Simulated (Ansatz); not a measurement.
Harmonic frequencies (cm⁻¹) at PBE0-D4/def2-TZVP from Ansatz: 40, 92, 96, 248, 280, 384, 464, 518, 562, 564, 716, 768, 793, 794, 1221, 1455, 1455, 1888, 1892, 1903, 1916, 3068, 3164, 3165.

**Question.** Which molecule is it?
A. `B[AsH]CO`
B. `[CH3][SnH2][AlH2]`
C. `O[SiH2][SiH2][ZnH]`
D. `[OH][SnH2][O][SiH3]`

**Answer.** B.
